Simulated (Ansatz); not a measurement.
Reactions of C4H3F (`C#CC=CF`).

Calculated with Ansatz (gas phase, PBE0-D4/def2-TZVP geometries, no zero-point term in ΔE). CBS: MP2 limit from def2 TZ/QZ plus the TZ coupled-cluster correction, frozen cores. This one scheme is used for every species. Double bonds are as drawn, so ΔE can hold a change between cis and trans. Functionals use def2-TZVPP. def2 core potentials past Kr. For Te outer-core shells are correlated without core-valence functions, which leaves a few kJ/mol of doubt a bond. One conformer a species, not always the lowest.

| reaction | ωB97X-V (kJ/mol) |
| --- | --- |
| `C#C/C=C/F` + H₂ → `C=CF` + `C#C` | -30 |
| `C#C/C=C/F` + SiH₄ → `C#C/C=C\[SiH3]` + H–F | -59 |
| `C#C/C=C/F` + HCl → `F/C=C/Cl` + `C#C` | 61 |
| `C#C/C=C/F` + H₂Te → `C#C[TeH]` + `C=CF` | 18 |
| `C#C/C=C/F` + H₂S → `C#CS` + `C=CF` | 32 |

(1) Give the CCSD(T)/CBS values in the same order. (An estimate is asked.)

Largest T1 diagnostic: 0.013, for `C#CS`.

Results:

(1) Ansatz gave: -31, -81, 63, 12, 33 kJ/mol.
